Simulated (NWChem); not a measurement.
System: CH$_{4}$OSi; SMILES [SiH3]C=O

NWChem input:

```
start job
memory heap 200 mb stack 900 mb global 1100 mb
geometry units angstroms noautosym nocenter noautoz
  O     -0.344755    -1.686678     0.000000
  C      0.483270    -0.811339     0.000000
  Si    -0.064650     1.047660     0.000000
  H      1.579469    -1.071779     0.000000
  H     -0.889616     1.283848     1.219817
  H     -0.889616     1.283848    -1.219817
  H      1.123539     1.952976     0.000000
end
basis spherical
  O library def2-svp
  C library def2-svp
  Si library def2-svp
  H library def2-svp
end
dft
  xc pbe0
  iterations 150
end
cosmo
  do_cosmo_smd true
  solvent dmf
end
task dft energy
```

Coordinates come from a PBE0/def2-SVP optimisation. Solvent: N,N-dimethylformamide.

Level: PBE0/def2-SVP with SMD (1 M gas to 1 M solution), gas-phase geometry. Reactions with the solvent are ignored.

**Question.** Give the results of this calculation. (PBE0/def2-SVP, SMD on the gas-phase geometry.) Quantities: solvation free energy (kcal/mol); cavity-dispersion-structure term (kcal/mol); dipole in solution (D).

**Answer.** 
```json
{
 "solvation free energy (kcal/mol)": "-2.4",
 "cavity-dispersion-structure term (kcal/mol)": "0.0",
 "dipole in solution (D)": "2.43"
}
```
